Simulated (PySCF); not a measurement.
Computed shifts of a molecule C₃H₁₀ClNSi, PBE/pcSseg-1 (PySCF), GIAO, gas phase, atoms alike by connectivity averaged where their shifts nearly agree, in ppm (number of nuclei): ¹³C: 46.2 (1), 26.7 (1), -3.1 (1). ¹⁵N: 51.1 (1). ²⁹Si: 19.9 (1). ¹H: 5.46 (1), 2.72 (1), 1.31 (3), 0.93 (1), 0.64 (3), 0.01 (1). References: ¹³C against TMS (σ = 182.0 ppm); ¹⁵N against NH3 (σ = 267.0 ppm); ²⁹Si against TMS (σ = 335.4 ppm); ³⁵Cl against HCl (σ = 936.5 ppm); ¹H against TMS (σ = 31.49 ppm), references at their B3LYP-D3(BJ)/def2-TZVP geometries, non-relativistic (without spin–orbit terms, shifts of atoms bonded to Cl or Br come out too high). The structure is a stationary point at PBE0-D3(BJ)/def2-SVP. The values are those of a single conformer.

Task: Pick the molecule that these values belong to.
(A) C[C@@H](N)[Si@H](C)Cl
(B) CCCN[SiH2]Cl
(C) CC[Si@@H](Cl)CN
(D) CC(C)[Si@H](N)Cl

Result: A, C[C@@H](N)[Si@H](C)Cl
